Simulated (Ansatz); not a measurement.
The cluster Ag₅H₄⁺, relaxed as a singlet with RKS PBE-D4/def2-SVP in Ansatz, starting from the GFN1-xTB geometry. Force threshold 0.02 eV/Å.

In the def2 sets Ag takes a core potential; there is no spin–orbit coupling. The structure comes from a short search, and lower isomers may exist.

Start:

Cartesian coordinates in Å:
```
Ag 2.268 0.408 -1.119
Ag 0.276 1.896 0.078
Ag 0.773 -1.887 -0.649
Ag -3.448 0.490 1.872
Ag -1.212 -0.472 0.565
H -0.722 -2.003 0.098
H -1.945 0.882 1.134
H 1.814 1.955 -0.685
H 2.196 -1.271 -1.294
```

Question: Estimate the energy that the relaxation releases and the steps that it takes.

Answer: 0.67 eV, in 16 steps; 46 s on 4 threads of Arm Neoverse V1 on a shared host. The force fell under the threshold at step 7, but the optimiser went on and released 0.064 eV more. No frequencies were taken in this run, so the end may be a saddle point.

Question: Does the start keep its bonding and symmetry?

Answer: Bonds formed: Ag2–H7 (atoms count from 1). Metal–metal contacts that move far: Ag2–Ag4 4.37 to 2.91 Å. The end is the same structure that another start reached, the lowest one found. Point group Cs at the start, Cs at the end, both within 0.05 Å.

Question: Predict the relaxed structure.

Answer: 
```xyz
9

Ag    2.009    0.515   -0.843
Ag   -0.226    1.696    0.174
Ag    0.873   -1.966   -0.636
Ag   -2.379    1.260    2.084
Ag   -1.411   -0.890    0.385
H    -0.718   -2.476    0.007
H    -1.910    0.916    0.428
H     1.399    2.133   -0.379
H     2.365   -1.189   -1.220
```
Bond lengths (bridged metal pairs left out): 9 × Ag–H 1.76 to 1.87 Å.
